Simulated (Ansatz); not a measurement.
# A basis-limit estimate, worked out

An elementary step of SiNH₇F₂, closed shell (SiNH₅ ([NH2][SiH3]) + HF + HF → SiNH₄F ([NH2][SiH2][F]) + HF + H₂; bonds formed: Si1–F7, H2–H8, H6–F9; bonds broken: Si1–H2, H6–F7, H8–F9). “Start” is the structure reached by relaxing down from the saddle towards the reactants; PBE0-D4/def2-TZVP structures. The saddle:

```
11
angstrom
Si -0.3310 -0.6760 0.0886
H 1.1523 -0.3644 0.7960
H -0.0871 -1.5969 -1.0396
H -0.4737 -1.5854 1.2736
N -1.6792 0.3053 0.3525
H 1.3286 0.9326 -0.9973
F 0.2208 0.7152 -1.1760
H 1.7468 0.1431 0.2821
F 2.3401 0.8895 -0.4992
H -2.3011 0.1284 1.1208
H -1.9166 1.1088 -0.2012
```

Program: Ansatz 0.2.0. Basis: def2-TZVPP and def2-QZVPP. Cores are frozen in the correlated methods.

Energies in eV:

| quantity | saddle | start |
| --- | --- | --- |
| Hartree–Fock, triple zeta (X = 3) | -14868.76745 | -14870.72411 |
| Hartree–Fock, quadruple zeta (X = 4) | -14869.34896 | -14871.30639 |
| MP2 correlation, X = 3 | -25.37527 | -24.58044 |
| MP2 correlation, X = 4 | -27.49653 | -26.70019 |
| CCSD(T) correlation, X = 3 | -26.94804 | -26.22507 |

**Question.** Work out the barrier at the basis limit: extrapolate Hartree–Fock as E(X) = E∞ + A exp(−7.88 √X) and the MP2 correlation as E(X) = E∞ + B X^−2.97 (the exponents that Neese and Valeev fitted for def2-TZVPP and QZVPP), then add CCSD(T) − MP2 in triple zeta.

**Answer.** Each step is linear, so take the differences first (saddle − start): Hartree–Fock 1.95666 (X = 3) and 1.95743 (X = 4); MP2 correlation -0.79483 and -0.79634; CCSD(T) correlation -0.72297.
Two points give E∞ = E(4) + w [E(4) − E(3)], with w = 1/(exp(7.88 (2 − √3)) − 1) = 0.1377 for Hartree–Fock and w = 1/((4/3)^2.97 − 1) = 0.7407 for the correlation.
Hartree–Fock: 1.95743 + 0.1377 × 0.00077 = 1.9575 eV.
MP2 correlation: -0.79634 + 0.7407 × (-0.00151) = -0.7975 eV.
CCSD(T) − MP2: -0.72297 − (-0.79483) = 0.0719 eV.
Sum: 1.9575 + (-0.7975) + 0.0719 = 1.2319 eV, or 28.41 kcal/mol. Plain CCSD(T) in triple zeta gives 1.2337 eV, so the larger basis shifts the result by -0.0018 eV.

No T1 diagnostic of these runs exceeds 0.012.

Labels in which every atom is bracketed show which atoms are joined, not bond orders.

For scale, one of the runs: CCSD(T)/def2-TZVPP, 233 basis functions, launched by `ansatz run in.yaml --threads 4 --pin off --events-out ev --progress --plain --max-ram 9574MiB`. Hardware: 4 CPU threads of an Arm Neoverse V2, shared host. Wall time 110 s; peak host memory 4.3 GiB.
